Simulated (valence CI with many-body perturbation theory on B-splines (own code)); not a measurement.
## Level structure of Nd29+

Level of theory: relativistic CI+MBPT: three valence electrons over a frozen Dirac-Fock core [Ar] 3d10, radial functions for each j: 11 s, 11 p, 10 d, 8 f, 5 g, 2 h, with the one-electron correlation potential Σ1, the two-electron term Σ2, the three-electron term Σ3, Breit, model QED; selected CI, second order for the rest, scaled by the run's own slope (own B-spline code, finite nucleus).

The last digits are not significant, and no measured levels were compared; by estimate large intervals hold to a few tenths of a per cent, small ones and those within an open d or f shell to about a per cent.

Levels 91 to 135 of 177, with energies above the lowest level, (4s^2 4p1/2) J=1/2. "Leading %" is the weight of the configuration and term that name the level; weights of strongly mixed levels are sums over their largest components and can fall short. In the jj column 3d3/2^4 stands for four electrons in 3d with j = 3/2. Lifetimes count E1, E2, E3, M1 and M2 decay at the calculated energies, and are blank where another channel may lead or the interval is too uncertain; long ones can be off by a factor of two.

| No. | Configuration | Term | J | E (eV) | Leading % | Lifetime | Second component | g | Leading jj |
| --- | --- | --- | --- | --- | --- | --- | --- | --- | --- |
| 91 | 4s 4p 4f | 4F | 7/2 | 355.49 | 51 | 2.52 ps | 15 % 4s 4d2 4F | 1.213 | 4s 4p3/2 4f5/2 (58 %) |
| 92 | 4s 4p 4f | 4F | 9/2 | 355.76 | 39 | 2.44 ps | 30 % 4s 4d2 4F | 1.282 | 4s 4p3/2 4f7/2 (41 %) |
| 93 | 4s 4p 4f | 4D | 3/2 | 356.27 | 79 | 3.67 ps | 14 % 4s 4p 4f 4F | 1.052 | 4s 4p3/2 4f5/2 (82 %) |
| 94 | 4s 4p 4f | 4D | 1/2 | 356.48 | 99 | 4.16 ps |  | -0.001 | 4s 4p3/2 4f5/2 (99 %) |
| 95 | 4s 4p 4f | 4D | 5/2 | 356.54 | 37 | 3.05 ps | 24 % 4s 4d2 2D | 1.274 | 4s 4d5/2^2 (39 %) |
| 96 | 4s 4d2 | 2F | 5/2 | 358.11 | 61 | 2.05 ps | 15 % 4s 4p 4f 2D | 0.913 | 4s 4d3/2 4d5/2 (43 %) |
| 97 | 4s 4p 4f | 2F | 7/2 | 359.73 | 48 | 2.69 ps | 18 % 4s 4p 4f 4D | 1.139 | 4s 4p3/2 4f7/2 (66 %) |
| 98 | 4s 4d2 | 2F | 7/2 | 361.98 | 53 | 3.14 ps | 27 % 4s 4p 4f 2F | 1.138 | 4s 4d5/2^2 (38 %) |
| 99 | 4s 4p 4f | 2F | 5/2 | 362.01 | 51 | 2.25 ps | 11 % 4s 4d2 2D | 0.983 | 4s 4p3/2 4f5/2 (36 %) |
| 100 | 4s 4d2 | 2P | 1/2 | 363.89 | 52 | 1.46 ps | 29 % 4s 4d2 2S | 1.199 | 4s 4d3/2 4d5/2 (50 %) |
| 101 | 4s 4p 4f | 2G | 9/2 | 367.53 | 85 | 2.61 ps | 12 % 4s 4d2 2G | 1.110 | 4s 4p3/2 4f7/2 (56 %) |
| 102 | 4s 4p 4f | 2D | 3/2 | 368.89 | 49 | 2.08 ps | 19 % 4s 4d2 2P | 0.929 | 4s 4p3/2 4f7/2 (43 %) |
| 103 | 4s 4d2 | 2S | 1/2 | 370.47 | 56 | 1.96 ps | 31 % 4s 4d2 2P | 1.526 | 4s 4d5/2^2 (75 %) |
| 104 | 4s 4d2 | 2P | 3/2 | 370.75 | 52 | 1.89 ps | 19 % 4s 4p 4f 2D | 1.140 | 4s 4d5/2^2 (53 %) |
| 105 | 4s 4p 4f | 2G | 9/2 | 374.57 | 56 | 1.66 ps | 27 % 4s 4d2 2G | 1.128 | 4s 4p3/2 4f7/2 (50 %) |
| 106 | 4s 4p 4f | 2F | 7/2 | 374.73 | 36 | 1.43 ps | 22 % 4s 4p 4f 2G | 1.071 | 4s 4p3/2 4f5/2 (41 %) |
| 107 | 4s 4p 4f | 2D | 3/2 | 375.05 | 74 | 1.84 ps | 13 % 4p2 4d 2D | 0.813 | 4s 4p3/2 4f5/2 (69 %) |
| 108 | 4s 4p 4f | 2D | 5/2 | 375.16 | 72 | 2.12 ps | 10 % 4s 4d2 2D | 1.179 | 4s 4p3/2 4f7/2 (77 %) |
| 109 | 4s 4p 4f | 2F | 5/2 | 376.17 | 25 | 1.45 ps | 23 % 4s 4p 4f 2D | 0.979 | 4s 4p3/2 4f5/2 (42 %) |
| 110 | 4s 4p 4f | 2G | 7/2 | 377.43 | 50 | 1.66 ps | 22 % 4s 4d2 2G | 0.953 | 4s 4p3/2 4f7/2 (33 %) |
| 111 | 4p2 4f | 4G° | 5/2 | 391.97 | 24 | 12.0 ps | 21 % 4p 4d2 4G° | 0.786 | 4p1/2^2 4f5/2 (58 %) |
| 112 | 4p2 4f | 2F° | 7/2 | 396.15 | 26 | 7.93 ps | 17 % 4p2 4f 2G° | 1.126 | 4p1/2^2 4f7/2 (86 %) |
| 113 | 4p 4d2 | 4G° | 5/2 | 401.67 | 47 | 3.21 ps | 10 % 4p2 4f 4G° | 0.746 | 4p1/2 4d3/2^2 (52 %) |
| 114 | 4p 4d2 | 4G° | 7/2 | 405.42 | 61 | 9.49 ps | 7 % 4p 4d2 4F° | 1.011 | 4p1/2 4d3/2 4d5/2 (87 %) |
| 115 | 4p 4d2 | 2D° | 5/2 | 407.64 | 27 | 5.98 ps | 17 % 4p 4d2 2F° | 1.047 | 4p1/2 4d3/2 4d5/2 (80 %) |
| 116 | 4p 4d2 | 2H° | 9/2 | 408.05 | 42 | 11.4 ps | 19 % 4p 4d2 2G° | 1.012 | 4p1/2 4d3/2 4d5/2 (79 %) |
| 117 | 4p 4d2 | 2D° | 3/2 | 408.90 | 38 | 4.19 ps | 23 % 4p 4d2 4D° | 0.895 | 4p1/2 4d3/2 4d5/2 (77 %) |
| 118 | 4p 4d2 | 4D° | 1/2 | 409.56 | 61 | 3.02 ps | 24 % 4p 4d2 2P° | 0.473 | 4p1/2 4d3/2^2 (88 %) |
| 119 | 4p 4d2 | 4P° | 1/2 | 411.44 | 52 | 4.16 ps | 27 % 4p 4d2 2S° | 1.942 | 4p1/2 4d3/2 4d5/2 (98 %) |
| 120 | 4p 4d2 | 4F° | 3/2 | 412.48 | 29 | 1.84 ps | 16 % 4p 4d2 2D° | 0.924 | 4p1/2 4d3/2^2 (78 %) |
| 121 | 4p 4d2 | 2G° | 7/2 | 415.44 | 15 | 6.05 ps | 15 % 4p 4d2 4D° | 1.163 | 4p1/2 4d5/2^2 (55 %) |
| 122 | 4p 4d2 | 4G° | 9/2 | 416.13 | 44 | 8.82 ps | 12 % 4p 4d2 4F° | 1.144 | 4p1/2 4d5/2^2 (68 %) |
| 123 | 4p 4d2 | 4F° | 5/2 | 417.28 | 22 | 2.39 ps | 20 % 4p 4d2 2F° | 1.060 | 4p1/2 4d3/2 4d5/2 (65 %) |
| 124 | 4p 4d2 | 4D° | 7/2 | 418.76 | 24 | 2.41 ps | 12 % 4p 4d2 2F° | 1.163 | 4p1/2 4d3/2 4d5/2 (50 %) |
| 125 | 4p 4d2 | 4D° | 3/2 | 419.21 | 43 | 2.87 ps | 20 % 4p 4d2 2D° | 1.082 | 4p1/2 4d3/2 4d5/2 (46 %) |
| 126 | 4p 4d2 | 4D° | 5/2 | 420.54 | 34 | 3.43 ps | 14 % 4p 4d2 2D° | 1.185 | 4p1/2 4d5/2^2 (54 %) |
| 127 | 4p2 4f | 2G° | 7/2 | 421.33 | 72 | 3.43 ps | 18 % 4p2 4f 4G° | 0.922 | 4p1/2 4p3/2 4f5/2 (77 %) |
| 128 | 4p 4d2 | 4P° | 3/2 | 422.03 | 50 | 2.55 ps | 22 % 4p 4d2 4S° | 1.645 | 4p1/2 4d5/2^2 (46 %) |
| 129 | 4s2 5s | 2S | 1/2 | 422.31 | 98 | 415 fs |  | 2.000 | 4s^2 5s (98 %) |
| 130 | 4p2 4f | 2H° | 11/2 | 422.89 | 50 | 8.46 ps | 32 % 4p2 4f 4G° | 1.156 | 4p1/2 4p3/2 4f7/2 (82 %) |
| 131 | 4p2 4f | 2D° | 5/2 | 423.25 | 40 | 2.87 ps | 21 % 4p2 4f 4G° | 1.007 | 4p1/2 4p3/2 4f5/2 (62 %) |
| 132 | 4p2 4f | 4G° | 9/2 | 423.30 | 49 | 3.57 ps | 14 % 4p2 4f 2H° | 1.130 | 4p1/2 4p3/2 4f7/2 (49 %) |
| 133 | 4p2 4f | 4G° | 7/2 | 424.07 | 29 | 3.80 ps | 22 % 4p2 4f 4D° | 1.136 | 4p1/2 4p3/2 4f7/2 (62 %) |
| 134 | 4p2 4f | 4F° | 5/2 | 424.22 | 36 | 3.86 ps | 36 % 4p2 4f 2F° | 0.943 | 4p1/2 4p3/2 4f5/2 (60 %) |
| 135 | 4p2 4f | 2G° | 9/2 | 424.24 | 46 | 3.82 ps | 46 % 4p2 4f 4F° | 1.213 | 4p1/2 4p3/2 4f7/2 (86 %) |

Where two levels of one J and parity lie close, their mixing, g and order are uncertain.
